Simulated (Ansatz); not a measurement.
Cost and result up the ladder for the cluster Cd2TeF2 (the lowest singlet isomer of a short search) (5 atoms). The state is a singlet with charge 0. Geometry: r2SCAN-D4/def2-SVP.

Cartesian coordinates in Å:
```
Cd -0.2213 -0.7270 -1.6157
Cd 0.5578 0.5807 1.5935
Te 1.9183 -0.8350 -0.1256
F -0.4453 1.6364 2.8743
F -1.8094 -0.6551 -2.7265
```

Ansatz on 4 threads of Arm Neoverse V2 on a shared host. Times are rough, and most runs start from the orbitals of an earlier one. ωB97M-V/def2-TZVP serves as the yardstick here, not as an exact answer. Differences are given only for rows in sets of like size (and for xTB, whose basis is part of the method), since another set adds its own error. Binding counts from free atoms at the same level (Cd singlet, Te triplet, F doublet; other spins of the atoms weren't run), without zero-point energy or a counterpoise term.

In the def2 sets Cd, Te take a core potential; there is no spin–orbit coupling. B3LYP takes the VWN-RPA correlation. Correlated methods freeze 6 core orbitals; core or outer-core shells of Cd, Te are correlated, in sets that lack core-valence functions. The structure comes from a short search, and lower isomers may exist.

Correlated methods converge slowly with the basis.

| level | functions | wall time | binding energy per atom (eV) | difference from ωB97M-V/def2-TZVP (eV) |
| --- | --- | --- | --- | --- |
| PBE-D4/def2-SVP | 116 | 1.1 s | 2.15 | – |
| revPBE-D4/def2-TZVP | 192 | 1.9 s | 1.99 | -0.06 |
| PBE0-D4/def2-SVP | 116 | 1.9 s | 2.03 | – |
| PBE-D4/def2-TZVPD | 219 | 2.5 s | 2.14 | 0.08 |
| B3LYP-D4/def2-TZVP | 192 | 3.1 s | 1.94 | -0.11 |
| PBE0-D4/def2-TZVP | 192 | 3.1 s | 2.02 | -0.03 |
| MP2/def2-TZVP | 192 | 3.2 s | 2.13 | 0.08 |
| BHLYP-D4/def2-TZVP | 192 | 3.6 s | 1.84 | -0.22 |
| PBE0-D4/def2-TZVPD | 219 | 4.5 s | 2.04 | -0.01 |
| r2SCANh-D4/def2-TZVP | 192 | 5.5 s | 2.04 | -0.01 |
| r2SCAN0-D4/def2-TZVP | 192 | 5.5 s | 1.98 | -0.08 |
| RPA@PBE/def2-TZVP | 192 | 7 s | 1.74 | -0.32 |
| B97M-V/def2-TZVP | 192 | 9 s | 1.98 | -0.08 |
| ωB97M-V/def2-TZVP | 192 | 9 s | 2.05 | 0.00 |
